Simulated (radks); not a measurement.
Problem. Valence configurations of the neodymium ion Nd+ (all share [Xe]). All-electron calculation, Dirac Kohn-Sham, LDA (Slater exchange, Perdew-Wang correlation), spin-unpolarised, spherical densities, point nucleus; open shells fill j = l - 1/2 first. Program: a radial shooting solver on a logarithmic mesh with Libxc functionals. Order these by energy: 4f4 6s0.5 6p0.5; 4f3 5d1 6s1; 4f3.5 5d0.5 6s1; 4f3.5 6s1.5; 4f3 6s1 6p1; 4f4 5d0.5 6s0.5; 4f2 6s1 6p2; 4f3 6s2; 4f4 5d1; 4f4 6s1.

Solution. From the lowest, in eV above it: 4f4 6s1 0.000; 4f4 5d0.5 6s0.5 0.454; 4f3.5 6s1.5 0.475; 4f3.5 5d0.5 6s1 0.646; 4f4 5d1 1.001; 4f4 6s0.5 6p0.5 1.424; 4f3 5d1 6s1 2.318; 4f3 6s2 2.515; 4f3 6s1 6p1 5.819; 4f2 6s1 6p2 19.742. NIST lists [Xe] 4f4 6s1 as the ground configuration; this level of theory agrees among the configurations tried. The energies are those of spherical spin-averaged densities, not of single terms.
